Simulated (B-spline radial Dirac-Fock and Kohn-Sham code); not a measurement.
Se²⁻: non-radiative channels of the 1s vacancy

System: the Se²⁻ ion, configuration 1s2 2s2 2p6 3s2 3p6 3d10 4s2 4p6, inside a Watson sphere of charge +2 and radius 1.683 Å (a model of the Madelung potential; inside it an electron's potential energy is lowered by 17.1 eV).

Input file task.json (cfg lists n, l and occupation; rrms is the nuclear radius in fm):

```json
{"items": [{
  "Z": 34,
  "q": -2,
  "cfg": [[1, 0, 2], [2, 0, 2], [2, 1, 6], [3, 0, 2], [3, 1, 6], [3, 2, 10], [4, 0, 2], [4, 1, 6]],
  "A": 80,
  "rrms": 4.14,
  "watson": [2, 1.683],
  "do": ["binding", "quiet", "decay"],
  "holes": ["K", "L1", "L2", "L3", "M1", "M2", "M3", "M4", "M5", "N1", "N2", "N3"]
}]}
```

Run with: `python xray_run.py task.json out`

These are calculated numbers from a radial B-spline solver; the model is independent-particle rates on relativistic LDA orbitals of the hole state (multipoles up to L = 3, Coulomb Auger matrix elements, transition energies from Dirac-Fock). Kinetic energies are configuration averages from the vacuum level; the two-hole energies are estimated from single-hole states.

```tsv
transition	kinetic energy (eV)	width (meV)	share (%)
K-L1L1	9263.5	55.8	6.2
K-L1L2	9453.2	66.9	7.4
K-L1L3	9495.1	114	12.7
K-L2L2	9613.6	11.9	1.3
K-L2L3	9662.2	282	31.3
K-L3L3	9702.5	153	17.0
K-L1M1	10734.4	16.0	1.8
K-L1M2	10796.4	9.64	1.1
K-L1M3	10802.7	16.4	1.8
K-L2M1	10916.2	8.19	0.9
K-L3M1	10957.2	14.0	1.6
K-L2M2	10980.9	3.24	0.4
K-L2M3	10985.3	34.7	3.8
K-L3M2	11020.0	34.5	3.8
K-L3M3	11027.2	38.1	4.2
K-L2M5	11097.0	3.37	0.4
K-L3M4	11137.0	4.36	0.5
K-L3M5	11138.8	4.14	0.5
K-M2M3	12296.5	4.29	0.5
```

For K holes below about Z = 40 intermediate coupling redistributes the KLL shares among these jj groups. The listed channels hold 97 % of the non-radiative rate. Summed by principal shells, of 0.900 eV in all: KLL 75.9 %, KLM 21.0 %, KLN 1.4 %, KMM 1.4 %.
